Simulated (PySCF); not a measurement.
C₆ coefficients of unlike pairs at UHF

Calculated with PySCF 2.14 from the dipole response of each species, C₆(A,B) = (3/π) ∫ α_A(iu) α_B(iu) du, in atomic units, from isotropic polarisabilities. For ions this is the dispersion term alone; charge-induced terms of lower order in 1/R come first.

```tsv
species	configuration	basis	relativity	α (bohr³)	C₆ (like pair)
Ru⁺	[Kr] 4d7 (4F)	aug-cc-pwCVDZ-PP with ECP28MDF (6s6p5d3f)	core potential	12.54	76.72
Cd³⁺	[Kr] 4d9 (2D)	def2-TZVPPD with the def2 core potential (28 electrons) (6s4p3d2f1g)	core potential	2.920	12.15
Ar³⁺	[Ne] 3s2 3p3 (4S)	aug-cc-pVQZ-DK (7s6p4d3f2g)	spin-free X2C	3.660	9.961
Sr	[Kr] 5s2 (1S)	aug-cc-pVTZ-X2C (8s7p5d2f)	spin-free X2C	232.4	4046
```

Estimate C₆ for Cd³⁺ with Ru⁺.

The integral gives 28.16. The combination rule 2 C_A C_B / (C_A α_B/α_A + C_B α_A/α_B) gives 26.62 and the geometric mean 30.53.

No spin-orbit coupling is included.

The other pairs:

```json
{"pair": "Sr, Ar³⁺", "C₆": "124.4"}
{"pair": "Ar³⁺, Cd³⁺", "C₆": "10.42"}
{"pair": "Sr, Ru⁺", "C₆": "390.4"}
{"pair": "Ar³⁺, Ru⁺", "C₆": "27.43"}
{"pair": "Sr, Cd³⁺", "C₆": "106.9"}
```
